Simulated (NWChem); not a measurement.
[PH2][GaH2] (GaPH$_{4}$), optimised at PBE0/def2-SVP with NWChem:

* **highest occupied level (eV)**: -7.20
* **orbital gap (eV)**: 5.50
* **dipole (D)**: 0.87
* **highest harmonic frequency (cm⁻¹)**: 2433
* **zero-point energy (kcal/mol)**: 19.1

Problem. One Ga atom is replaced by B, giving PB (BPH$_{4}$), optimised at the same level. How do these values move?

Solution. 
| quantity | new value | change |
|---|---|---|
| highest occupied level (eV) | -7.45 | -0.25 |
| orbital gap (eV) | 5.75 | +0.25 |
| dipole (D) | 0.95 | +0.08 |
| highest harmonic frequency (cm⁻¹) | 2700 | +267 |
| zero-point energy (kcal/mol) | 23.5 | +4.4 |
